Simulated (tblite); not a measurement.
Run record: tight-binding relaxation, `C[P@@]1(=[Se])CCC=C1[SiH3]`.

Computed with GFN2-xTB geometry optimisation, gas phase (tblite 0.8.0). Start geometry: from a force field or distance geometry. The input is one job of a driver script: a line of settings, then coordinates in Å.

Command:
```bash
OMP_NUM_THREADS=1 python probes_run.py task.json out
```

Input:
```
{"job": {"kind": "relax", "xc": "GFN2-xTB", "basis": "xTB"}, "charge": 0, "multiplicity": 1}
C     -0.839900     1.850600    -0.546100
P     -0.462800     0.675300     0.766000
Se    -0.096800     1.601800     2.439800
C     -1.695400    -0.676300     0.601200
C     -1.119600    -1.307400    -0.606400
C      0.331200    -1.343300    -0.590700
C      0.882400    -0.352700     0.109300
Si     2.673400    -0.036500     0.397200
H     -1.682700     1.515000    -1.193600
H     -1.023100     2.887600    -0.157500
H      0.038300     1.914800    -1.198000
H     -2.726400    -0.276500     0.472300
H     -1.642500    -1.317100     1.527200
H     -1.512700    -0.758700    -1.511400
H     -1.528600    -2.340900    -0.660900
H      0.937400    -2.114400    -1.088700
H      3.095900    -0.305700     1.762300
H      2.961100     1.330700    -0.037200
H      3.400900    -0.937000    -0.492300
```

Output:
```
step      E/eV     max force
  0    -645.56078    4.836
  1    -645.99335    1.495
  2    -646.08039    1.051
  3    -646.18587    0.682
  4    -646.21274    0.410
  5    -646.22728    0.313
  6    -646.23497    0.257
  7    -646.24152    0.226
  8    -646.24770    0.182
  9    -646.25258    0.195
... (107 lines left out)
117    -646.38535    0.016
118    -646.38538    0.015
119    -646.38542    0.013
120    -646.38546    0.013
121    -646.38551    0.014
122    -646.38558    0.017
123    -646.38564    0.016
124    -646.38569    0.012
125    -646.38572    0.011
126    -646.38575    0.008
```

«max force» is the largest atomic force in eV/Å.

Task: From which step on does the largest force stay under 0.1 eV/Å, and how much energy is left to gain from there?

Result: From step 73 (0.061 eV/Å), 16.0 meV above the end.

Main results: energy lowered by 19.0 kcal/mol over 126 steps; largest atomic force 0.008 eV/Å at the end.

Task: Where do the atoms end?

Result: 0.481 Å rms from the input after alignment:
```
atom  x, y, z in Å
C1    -0.6680    2.0457   -0.4294
P2    -0.4099    0.6672    0.7530
Se3   -0.1465    1.3056    2.7257
C4    -1.7680   -0.5542    0.4572
C5    -1.2025   -1.6000   -0.5077
C6     0.2911   -1.4659   -0.5350
C7     0.8617   -0.3936    0.0088
Si8    2.6916    0.0232    0.1622
H9    -0.8189    1.6718   -1.4403
H10   -1.5340    2.6200   -0.1003
H11    0.2114    2.6878   -0.3948
H12   -2.6672   -0.0619    0.0839
H13   -2.0048   -0.9986    1.4274
H14   -1.5864   -1.4474   -1.5217
H15   -1.4851   -2.6118   -0.2077
H16    0.8589   -2.2421   -1.0284
H17    3.0807   -0.0619    1.5643
H18    2.8807    1.3787   -0.3637
H19    3.4052   -0.9535   -0.6611
```

Hardware: Arm Neoverse V1, one thread, on a shared host.
Labels such as C1 count atoms from 1, the log's own numbers from 0.
